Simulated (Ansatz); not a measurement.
# Ligand exchange: C2H3F + SnH2(CH3)(SiH3) → C2H6Si + SnH2(CH3)F

Species: C2H3F `C=CF`, singlet; SnH2(CH3)(SiH3), singlet; C2H6Si (vinylsilane) `C=C[SiH3]`, singlet; SnH2(CH3)F, singlet. The partners trade F for SiH3: C–F and Sn–SiH3 bonds give way to C–SiH3 and Sn–F.

Shapes, held fixed at every level: PBE0-D4/def2-TZVP. Programs: Ansatz 0.2.0. The zero-point and thermal change to 298 K, harmonic and unscaled (PBE0-D4/def2-TZVP), is -0.6 kJ/mol.

```
             level                    kind  ΔH(298 K) (kJ/mol)  less CCSD(T)/def2-TZVPP
       HF/def2-SVP            Hartree–Fock               -96.6                     +5.3
     HF/def2-TZVPP            Hartree–Fock              -113.9                    -12.0
  SPW92/def2-TZVPP                     LDA               -71.4                    +30.5
 PBE-D4/def2-TZVPP                     GGA               -86.0                    +15.9
wB97M-V/def2-TZVPP  range-separated hybrid              -102.6                     -0.7
  CCSD(T)/def2-SVP   coupled cluster or CI               -89.5                    +12.4
   CCSD/def2-TZVPP   coupled cluster or CI              -102.8                     -0.9
CCSD(T)/def2-TZVPP   coupled cluster or CI              -101.9                      0.0
```

The highest level, CCSD(T)/def2-TZVPP, gives ΔH(298 K) = -101.9 kJ/mol; the levels span -113.9 to -71.4. The column of differences is taken from that level and isn't an error. No measured value is set beside it here. For atoms past krypton def2 sets carry core potentials with scalar relativity. Outer-core shells of Sn are correlated, in sets that cover them unevenly.
